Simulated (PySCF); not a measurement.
C₆ coefficients of unlike pairs at PBE0

Calculated with PySCF 2.14 from the dipole response of each species, C₆(A,B) = (3/π) ∫ α_A(iu) α_B(iu) du, in atomic units, from isotropic polarisabilities. For ions this is the dispersion term alone; charge-induced terms of lower order in 1/R come first.

| species | configuration | basis | relativity | α (bohr³) | C₆ (like pair) |
| --- | --- | --- | --- | --- | --- |
| I | [Kr] 4d10 5s2 5p5 (2P) | aug-cc-pVQZ-PP with ECP28MDF (7s7p5d3f2g) | core potential | 33.21 | 358.4 |
| C²⁺ | [He] 2s2 (1S) | aug-cc-pVTZ-DK (5s4p3d2f) | spin-free X2C | 4.263 | 6.595 |
| As | [Ar] 3d10 4s2 4p3 (4S) | def2-TZVPPD (7s5p5d1f) | none | 30.07 | 249.7 |
| Cl²⁺ | [Ne] 3s2 3p3 (4S) | dyall-av3z (19s12p3d2f) | none | 5.825 | 20.75 |

Estimate C₆ for Cl²⁺ with I.

The integral gives 83.09. The combination rule 2 C_A C_B / (C_A α_B/α_A + C_B α_A/α_B) gives 82.10 and the geometric mean 86.24.

No spin-orbit coupling is included.

The other pairs:

| pair | C₆ |
| --- | --- |
| Cl²⁺, As | 67.49 |
| Cl²⁺, C²⁺ | 11.37 |
| As, C²⁺ | 40.27 |
| As, I | 298.0 |
| C²⁺, I | 48.57 |
